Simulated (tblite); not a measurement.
Species: C3H6F3N (charge +1 and doublet state).
Geometry (GFN2-xTB, Å), atoms numbered from 1 in this order:
```xyz
13
C3H6F3N angstrom
C      1.402    0.001    0.162
C      0.027   -0.150   -0.431
N     -0.571   -1.379   -0.252
C     -0.936    1.018    0.218
F     -0.418    2.193   -0.036
F     -2.135    0.921   -0.315
F     -1.007    0.820    1.516
H      1.772    1.018    0.049
H      2.090   -0.672   -0.356
H      1.436   -0.269    1.219
H     -0.016    0.155   -1.495
H     -0.231   -2.023    0.452
H     -1.418   -1.633   -0.748
```

Structure optimised with GFN2-xTB, isolated species. This method treats the open shell by occupation alone, without spin polarisation.

Masses are those of the commonest isotopes; rigid-rotor values at the optimised geometry. The values belong to one conformer with, in the numbering `[CH3:1][C@@H:2]([NH2+:3])[C:4]([F:5])([F:6])[F:7]`, C1–C2–N3–H 17° and -169°.

Q: Give the principal moments of inertia and the rotational constants in GHz.

A: Ia = 145.08, Ib = 209.57, Ic = 257.61 u·Å²; 505379 MHz·u·Å²/I gives 3483, 2412 and 1962 MHz, that is A = 3.4834, B = 2.4115, C = 1.9618 GHz.

Q: Classify the top.

A: An asymmetric top; Ray's κ = -0.409.

Q: What does the inertial defect say?

A: Not planar: Δ = Ic − Ia − Ib = -97.04 u·Å². For a rigid frame Δ = −2 Σ m c², so Σ m c² = 48.52 u·Å² lies off the ab plane: 4.72 from hydrogen and 43.80 from heavier atoms. The atom farthest from that plane is 1.57 Å away.

Q: Estimate the classical rotational partition function at 200 K, 298.15 K and 500 K.

A: Point group C1, symmetry number σ = 1; q = (√π/σ)·√((kT/h)³/(ABC)), k/h = 20836.6 MHz/K: 117000 at 200 K, 214000 at 298.15 K, 464000 at 500 K.

For this open shell read J as N, the rotation without spin; fine and hyperfine splittings come on top. Its GFN2-xTB frequencies are all real (lowest 74 cm⁻¹). Constants of a rigid frame at the computed geometry: no zero-point averaging, no centrifugal distortion.
